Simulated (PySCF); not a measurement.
2-chlorobuta-1,3-diene (C4H5Cl), SMILES C=CC(=C)Cl. Atoms are numbered in the order given.

```xyz
10

C     -0.4405    -2.0780     0.0000
C      0.6018    -1.2364     0.0000
C      0.5413     0.2254     0.0000
C      1.6233     1.0189     0.0000
Cl    -1.0578     0.9556     0.0000
H     -1.4680    -1.7078     0.0000
H     -0.2865    -3.1592     0.0000
H      1.6223    -1.6345     0.0000
H      2.6199     0.5711     0.0000
H      1.5402     2.1060     0.0000
```
Charge 0, spin multiplicity 1.

Coordinates come from a B3LYP-D3(BJ)/def2-SVP optimisation. One conformer was computed; it need not be the lowest.

Level of theory: B3LYP/pcSseg-1 in PySCF.

GIAO shieldings, no solvent; atoms listed in one row are averaged. δ = σ(ref) − σ: ¹³C against TMS (σ = 181.3 ppm); ³⁵Cl against HCl (σ = 933.3 ppm); ¹H against TMS (σ = 31.68 ppm), references at their B3LYP-D3(BJ)/def2-TZVP geometries, non-relativistic (without spin–orbit terms, shifts of atoms bonded to Cl or Br come out too high).

| nucleus | atoms | count | δ (ppm) |
|---|---|---|---|
| ¹³C | C3 | 1 | 158.7 |
| ¹³C | C2 | 1 | 144.5 |
| ¹³C | C1 | 1 | 128.9 |
| ¹³C | C4 | 1 | 125.3 |
| ³⁵Cl | Cl5 | 1 | 219.3 |
| ¹H | H8 | 1 | 6.60 |
| ¹H | H6 | 1 | 6.17 |
| ¹H | H7 | 1 | 5.78 |
| ¹H | H9, H10 | 2 | 5.74 |
